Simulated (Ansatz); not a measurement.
CH7BFNSi can be A, `CNB(F)[SiH3]`, or B, `B[Si](C)(N)F`.

Gas-phase electronic energies from Ansatz, PBE0-D4/def2-TZVP geometries. CCSD(T)/CBS is the MP2 limit (def2-TZVPP, def2-QZVPP) plus CCSD(T) − MP2 in def2-TZVPP, frozen cores. DFT in def2-TZVPP. B3LYP here is the variant with VWN-RPA as its local correlation; programs differ in this. Each species was taken in one conformer, which may not be the lowest.

(1) Which isomer does CCSD(T)/CBS put lower? Give the gap. (Best estimate.)

(2) Give E(B) − E(A) in kJ/mol with B3LYP, ωB97M-V, B2PLYP, CCSD/def2-TZVPP, PBE-D4, r2SCAN-D4, B3LYP-D4. (Best estimate.)

Largest T1 diagnostic: 0.013.

Results:

(1) Ansatz gave: B, by 1.1 kJ/mol. So small a gap doesn't settle the order.

(2) Computed: B3LYP 14.5, ωB97M-V 5.0, B2PLYP 8.0, CCSD/def2-TZVPP 4.3, PBE-D4 25.8, r2SCAN-D4 9.3, B3LYP-D4 12.4. The order is the other way round with B3LYP, ωB97M-V, B2PLYP, CCSD/def2-TZVPP, PBE-D4, r2SCAN-D4, B3LYP-D4.

From PBE to PBE0 (25 % exact exchange), in def2-TZVPP and without D4, E(B) − E(A) moves by −8.3 kJ/mol. In def2-TZVPP, CCSD(T) changes the Hartree–Fock value by +11.8 kJ/mol (the triples alone add +3.7 kJ/mol) and MP2 by +3.3 kJ/mol.
